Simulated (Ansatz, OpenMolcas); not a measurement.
# CH2FNOSi (SMILES O=C=N[SiH2]F): methods side by side

The species is CH2FNOSi (7 atoms), meant as a singlet with charge 0. SMILES: `O=C=N[SiH2]F`. The shape is that of a PBE0-D4/def2-TZVP optimisation. This is one conformer, not always the lowest.

Each level gives the vertical ionisation energy (to the doublet cation) (eV). The values are calculated.

| level | kind | program | value (eV) | less CCSD(T)/cc-pVDZ | CPU time (all runs) |
| --- | --- | --- | --- | --- | --- |
| HF/cc-pVDZ | Hartree–Fock | OpenMolcas | 10.36 | -0.70 | 20 s |
| SVWN5/cc-pVDZ | LDA | OpenMolcas | 10.69 | -0.37 | 54 s |
| PBE/cc-pVDZ | GGA | OpenMolcas | 10.55 | -0.51 | 81 s |
| M06-L/cc-pVDZ | meta-GGA | OpenMolcas | 10.80 | -0.26 | 2 min |
| BHLYP/cc-pVDZ | global hybrid | Ansatz | 11.17 | +0.11 | 32 s |
| wB97X/cc-pVDZ | range-separated hybrid | Ansatz | 11.26 | +0.20 | 2.1 min |
| PBE-QIDH/cc-pVDZ | double hybrid | Ansatz | 11.46 | +0.40 | 49 s |
| RPA@PBE/cc-pVDZ | RPA | Ansatz | 10.91 | -0.15 | 35 s |
| CCSD(T)/cc-pVDZ | coupled cluster or CI | Ansatz | 11.06 | 0.00 | 1.8 min |

Differences are taken from CCSD(T)/cc-pVDZ for orientation; it has basis-set and higher-order errors of its own. The values span 10.36 to 11.46 eV. Spin contamination of the reference (⟨S²⟩ at least 0.1 too high) touches HF/cc-pVDZ, CCSD(T)/cc-pVDZ (up to 0.16 too high). The second state's dipole differs much between rows, so they may not all be the same state. Times are those of the runs behind each value, whatever else they computed, on shared processors of several kinds: orders of magnitude only.
